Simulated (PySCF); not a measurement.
Dissociation curve of MgH, doublet.

Calculation: CCSD(T) on UHF/cc-pVDZ, 1 core orbital frozen (PySCF 2.14.0).

**Question.** Relative to R = 1.74 Å, what are the energies at R = 1.49, 2.18, 2.88, 3.82 Å?

**Answer.** 33.5 kJ/mol at 1.49 Å, 40.8 kJ/mol at 2.18 Å, 108.2 kJ/mol at 2.88 Å, 116.7 kJ/mol at 3.82 Å.

The scan ran from 1.41 to 6.96 Å; beyond the distances shown one of the unrestricted levels run for this scan, shown here or not, changes its spin distribution in one step. The unrestricted determinant behind UCCSD(T) is spin-contaminated at 2.38 to 3.11 Å (<S²> up to 0.9, against 0.75 for a pure doublet).
